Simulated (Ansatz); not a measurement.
One change: `[AlH2][CH2][AlH][GeH3]` becomes `[CH3][AlH][GeH3]`.

Ansatz, PBE0-D4/def2-TZVP geometries, multiplicity 1. Each molecule was computed in one conformer, which needn't be the lowest.

Scalar relativity is left out up to krypton.

```json
{"property": "size of the dipole moment (ωB97M-V/def2-TZVPP) / D", "`[AlH2][CH2][AlH][GeH3]`": "1.47"}
{"property": "size of the dipole moment (B3LYP/def2-TZVPP) / D", "`[AlH2][CH2][AlH][GeH3]`": "1.44"}
{"property": "size of the dipole moment (PBE/def2-TZVPP) / D", "`[AlH2][CH2][AlH][GeH3]`": "1.39"}
{"property": "LUMO energy (PBE0/def2-TZVPP) / eV", "`[AlH2][CH2][AlH][GeH3]`": "-2.00"}
{"property": "HOMO–LUMO gap (ωB97M-V/def2-TZVPP) / eV", "`[AlH2][CH2][AlH][GeH3]`": "8.99"}
{"property": "LUMO energy (ωB97M-V/def2-TZVPP) / eV", "`[AlH2][CH2][AlH][GeH3]`": "-0.41"}
```

Problem. What does the change do to each property? (Best estimate.)

Solution. Computed: 
| property | `[CH3][AlH][GeH3]` | shift |
| --- | --- | --- |
| size of the dipole moment (ωB97M-V/def2-TZVPP) / D | 1.33 | -0.14 |
| size of the dipole moment (B3LYP/def2-TZVPP) / D | 1.30 | -0.14 |
| size of the dipole moment (PBE/def2-TZVPP) / D | 1.28 | -0.11 |
| LUMO energy (PBE0/def2-TZVPP) / eV | -1.68 | 0.32 |
| HOMO–LUMO gap (ωB97M-V/def2-TZVPP) / eV | 9.29 | 0.30 |
| LUMO energy (ωB97M-V/def2-TZVPP) / eV | -0.07 | 0.34 |

With PBE0 the HOMO rises by 0.06 eV and the LUMO rises by 0.32 eV, so the gap widens by about 0.26 eV. PBE moves the HOMO by 0.07 eV and ωB97M-V by 0.04 eV. Dipoles are sizes alone; their direction can turn.

B3LYP here is the variant with VWN-RPA as its local correlation; programs differ in this.
